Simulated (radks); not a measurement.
Spherical jellium clusters: N electrons in a uniform positive sphere of charge N and radius rs N^(1/3), rs = 4.26 bohr. Calculated with a radial shooting solver with Libxc functionals: non-relativistic Kohn-Sham, PBEsol, spin-polarised, spherical densities. Levels are named by radial order and angular momentum (1s, 1p, 1d, 2s, ...), and open shells are averaged over m.

N = 18, configuration 1s2 1p6 1d10. This is the lowest configuration that the search found. Occupied levels:

level,occupation,eigenvalue (eV),<r> (bohr)
1s,2,-4.6467,6.677
1p,6,-3.8591,8.177
1d,10,-2.9280,9.160

Energy (eV): total -33.6675, kinetic 27.730, external -937.30, Hartree 464.42, exchange-correlation -62.333, background 473.82.
